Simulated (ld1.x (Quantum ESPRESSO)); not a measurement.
# Transferability test, PAW potential for cadmium

* Element: Cd (Z = 48)
* Generator: ld1.x (Quantum ESPRESSO) 7.5
* Type: PAW
* Functional: PBE
* Relativity: scalar-relativistic
* Frozen core: [Kr]
* Valence charge: 12
* Reference configuration: 4d10 5s1 5p0 (charge +1)
* Partial waves: 5s (bound): rcut 1.70, rcutus 2.10 bohr; 5s channel at -0.1 Ry: rcut 1.70, rcutus 2.10 bohr; 5p (bound, empty): rcut 2.40, rcutus 3.05 bohr; 5p channel at 1.35 Ry: rcut 2.40, rcutus 3.05 bohr; 4d (bound): rcut 0.90, rcutus 1.25 bohr; 4d channel at 2.71 Ry: rcut 0.90, rcutus 1.25 bohr
* Local potential: all-electron potential smoothed inside 2.05 bohr (lloc = -2)
* Core correction: Bessel-smoothed model core inside 0.85 bohr
* Augmentation charge: PSQ, inside the norm-conserving radii

Energies are relative to the spin-unpolarised reference configuration 4d10 5s1 5p0; without spin polarisation the order of configurations can differ from experiment.

```json
{"valence configuration": "4d10 5s2 5p0", "charge": "0", "ΔE all-electron (eV)": "-9.272", "error AE − PS (meV)": "+0.9"}
{"valence configuration": "4d10 5s0 5p0", "charge": "+2", "ΔE all-electron (eV)": "17.126", "error AE − PS (meV)": "-4.9"}
{"valence configuration": "4d9 5s0 5p0", "charge": "+3", "ΔE all-electron (eV)": "55.135", "error AE − PS (meV)": "-128"}
{"valence configuration": "4d9 5s2 5p0", "charge": "+1", "ΔE all-electron (eV)": "8.703", "error AE − PS (meV)": "-69"}
{"valence configuration": "4d9 5s2 5p1", "charge": "0", "ΔE all-electron (eV)": "3.374", "error AE − PS (meV)": "-67"}
{"valence configuration": "4d10 5s1 5p1", "charge": "0", "ΔE all-electron (eV)": "-4.607", "error AE − PS (meV)": "+0.9"}
```

(1) What are ΔE and the potential's error for 4d10 5s0 5p2?

Levels in the configuration 4d9 5s2 5p1:

| level | all-electron (eV) | pseudo (eV) |
| --- | --- | --- |
| 4d | -17.261 | -17.401 |
| 5s | -7.999 | -8.000 |
| 5p | -2.526 | -2.525 |

Answers

(1) ΔE = 0.398 eV all-electron; the error (AE − PS) is +0.3 meV.
